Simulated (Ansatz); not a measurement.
Ansatz (a program for electronic structure) input:
A basis named .json is the Basis Set Exchange file of that set.

Ansatz 0.2 input:
```yaml
crystal:
  periodic: [false, false, false]
  atoms:
    - {symbol: C, position_ang: [-1.23321443, -0.03460907, 0.11107650]}
    - {symbol: Al, position_ang: [0.71260294, 0.02567888, -0.06609284]}
    - {symbol: H, position_ang: [-1.68313582, -0.63112520, -0.68859724]}
    - {symbol: H, position_ang: [-1.51404125, -0.52507473, 1.04958703]}
    - {symbol: H, position_ang: [-1.69868486, 0.95246504, 0.10126852]}
    - {symbol: H, position_ang: [1.53194824, -1.32317270, -0.20719139]}
    - {symbol: H, position_ang: [1.49936195, 1.40073666, -0.06231890]}
basis:
  gaussian:
    orbitals: cc-pV_T+d_Z.json
hamiltonian:
  xc: pbe
magnetization: {spin_polarized: false}
correlation: {method: rpa, electrons: outside_noble_gas}
```

### Question
What final total energy does it print?

### Answer
-283.19987 Eh (RPA@PBE/cc-pV(T+d)Z). The basis has 139 functions.
